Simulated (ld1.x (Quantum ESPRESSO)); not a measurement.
## Configuration tests for Os (TM)

```json
{"Element": "osmium", "Generator": "ld1.x (Quantum ESPRESSO) 7.5", "Type": "norm-conserving Troullier–Martins (Kleinman–Bylander form)", "Functional": "PBE", "Relativity": "scalar-relativistic", "Frozen core": "[Kr] 4d10 4f14", "Valence charge": "16", "Reference configuration": "5s2 5p6 5d6 6s0 6p0 (charge +2)", "Partial waves": "5s (bound): rc 1.55 bohr; 5d (bound): rc 1.60 bohr; 5p (bound): rc 1.25 bohr", "Local potential": "the p channel", "Core correction": "Bessel-smoothed model core inside 0.75 bohr"}
```

Energies are relative to the spin-unpolarised reference configuration 5s2 5p6 5d6 6s0 6p0; without spin polarisation the order of configurations can differ from experiment.

```csv
valence configuration,charge,ΔE all-electron (eV),error AE − PS (meV)
5s2 5p6 5d6 6s2 6p0,0,-26.491,+1349
5s2 5p6 5d6 6s1 6p0,+1,-16.915,+821
5s1 5p6 5d6 6s2 6p0,+1,71.735,+1885
5s2 5p6 5d7 6s0 6p0,+1,-17.452,0.0
5s2 5p6 5d5 6s2 6p1,0,-20.386,+1675
```

Q: What are ΔE and the potential's error for 5s2 5p6 5d5 6s0 6p0?

A: ΔE = 28.847 eV all-electron; the error (AE − PS) is -9.2 meV.

Q: What are ΔE and the potential's error for 5s2 5p6 5d6.5 6s1.5 6p0?

A: ΔE = -26.437 eV all-electron; the error (AE − PS) is +957 meV.

Levels in the configuration 5s1 5p6 5d6 6s2 6p0:

| level | all-electron (eV) | pseudo (eV) |
| --- | --- | --- |
| 5s | -105.431 | -105.003 |
| 5p | -64.020 | -63.355 |
| 5d | -17.423 | -16.807 |
| 6s | -14.434 | -15.182 |
